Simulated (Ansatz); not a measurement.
# From CHBr3 to CHI3: predicting a member

On one C centre that keeps H, n of the Br ligands are replaced by I. The dipole moment y in D at wB97M-V/def2-TZVPP. Shapes, held fixed at every level: PBE0-D4/def2-TZVP. Programs: Ansatz 0.2.0.

| molecule | n | y (D) |
| --- | --- | --- |
| CHBr3 | 0 | 0.90 |
| CHBr2I | 1 | 0.86 |
| CHBrI2 | 2 | ? |
| CHI3 | 3 | 0.58 |

Problem. Fit y = c + s·n to the known rows and predict CHBrI2.

Solution. 
1. Means of the 3 rows: n = 1.33333, y = 0.780.
2. Σ(Δn)² = 4.6667, Σ(Δn·Δy) = -0.52, so the slope is -0.52/4.6667 = -0.11143.
3. Intercept: 0.780 − (-0.11143) × 1.33333 = 0.929. The largest residual of the fit is 0.042.
4. CHBrI2: 0.929 + (-0.11143) × 2 = 0.71 D.

The run gave 0.76 D, so the prediction is off by -0.05 D, about the scatter of the fit. The steps per swap are uneven (-0.04, -0.10, -0.18), so a line is a poor model. Dipoles add as vectors. Other levels give for CHBrI2: PBE-D4/def2-TZVPP 0.69; B3LYP-D4/def2-TZVPP 0.74 D. For atoms past krypton def2 sets carry core potentials with scalar relativity. Relativity is left out for Br unless named.
